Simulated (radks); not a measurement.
The technetium ion Tc+, configuration [Kr] 4d5 5s1 (the NIST ground configuration). Calculated with a radial shooting solver on a logarithmic mesh with Libxc functionals: Dirac Kohn-Sham, PBE, spin-unpolarised, spherical densities, point nucleus; open shells fill j = l - 1/2 first.

Normalised radial functions P(r) = r R(r) (large component), r in bohr:

| r | 4s1/2 | 5s1/2 |
|---|---|---|
| 0.001343 | 0.0479 | 0.0157 |
| 0.001806 | 0.0621 | 0.0204 |
| 0.002428 | 0.0800 | 0.0262 |
| 0.003265 | 0.1019 | 0.0334 |
| 0.004389 | 0.1281 | 0.0420 |
| 0.005901 | 0.1579 | 0.0518 |
| 0.007934 | 0.1893 | 0.0621 |
| 0.01067 | 0.2182 | 0.0715 |
| 0.01434 | 0.2370 | 0.0777 |
| 0.01928 | 0.2341 | 0.0767 |
| 0.02592 | 0.1945 | 0.0637 |
| 0.03485 | 0.1035 | 0.0338 |
| 0.04686 | -0.0431 | -0.0143 |
| 0.0625 | -0.2178 | -0.0716 |
| 0.08403 | -0.3664 | -0.1201 |
| 0.113 | -0.3805 | -0.1240 |
| 0.1519 | -0.1720 | -0.0544 |
| 0.2042 | 0.2234 | 0.0760 |
| 0.2746 | 0.5694 | 0.1864 |
| 0.3691 | 0.5343 | 0.1646 |
| 0.4963 | -0.0001 | -0.0243 |
| 0.6673 | -0.7239 | -0.2526 |
| 0.8971 | -1.1219 | -0.3025 |
| 1.206 | -0.9672 | -0.0681 |
| 1.622 | -0.5272 | 0.3167 |
| 2.163 | -0.1877 | 0.5977 |
| 2.908 | -0.0386 | 0.6398 |
| 3.91 | -0.0041 | 0.4588 |
| 5.256 | -0.0002 | 0.2203 |
| 7.067 | 0.0000 | 0.0646 |
| 9.501 | 0.0000 | 0.0101 |
| 12.77 | 0.0000 | 0.0007 |

4s1/2: eigenvalue -80.785 eV, 3 radial nodes at r = 0.0434, 0.175, 0.496 bohr, <r> = 1.06 bohr, 90 % of the charge inside 1.54 bohr. 5s1/2: eigenvalue -11.370 eV, 4 radial nodes at r = 0.0433, 0.174, 0.482, 1.27 bohr, <r> = 3.04 bohr, 90 % of the charge inside 4.47 bohr.
